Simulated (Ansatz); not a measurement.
This geometry of CH4 + Cl2FGa (9 atoms, charge 0, multiplicity 1) is a first-order saddle point.

These are results of RKS PBE0-D4/def2-SVP in Ansatz 0.2.0, not measurements.

```xyz
9
Properties=species:S:1:pos:R:3
Ga -0.760 -0.101 -0.772
F -0.663 -1.688 0.363
Cl -0.070 -0.524 -2.747
Cl -2.587 0.959 -0.465
H 0.112 -0.848 0.673
C 0.769 0.399 0.592
H 0.359 1.320 1.030
H 1.253 -0.135 1.436
H 1.586 0.618 -0.110
```

Which two structures does it join? (They come from a converged band through this point; their orientation in space is the band's.)

Bonds broken: H5–C6. Bonds formed: Ga1–C6, F2–H5. CH4 + Cl2FGa becomes CH3Cl2Ga + FH.

Image 0:

```xyz
9
Properties=species:S:1:pos:R:3
Ga -1.069 -0.482 -0.943
F -1.261 -1.936 0.003
Cl 0.071 -0.594 -2.731
Cl -2.323 1.173 -0.508
H 0.315 -0.537 1.052
C 0.900 0.372 0.832
H 0.410 1.250 1.268
H 1.895 0.222 1.276
H 1.062 0.532 -0.248
```

Image 8:

```xyz
9
Properties=species:S:1:pos:R:3
Ga -0.485 0.118 -0.799
F -1.007 -1.689 0.463
Cl -0.005 -0.961 -2.601
Cl -2.445 1.013 -0.776
H -0.524 -1.671 1.256
C 0.906 0.698 0.442
H 0.489 0.952 1.428
H 1.692 -0.065 0.549
H 1.379 1.606 0.038
```

How far does it lie above each of them?

1.25 eV above the first and 0.63 eV above the second. This is the barrier of this one path; another mechanism may lie lower. The orbitals stay closed-shell, which can raise the energy where a bond breaks towards radicals; this wasn't checked here.

Run time: 7.4 min on 2 threads of Arm Neoverse V2 (shared host), peak memory 0.32 GiB.
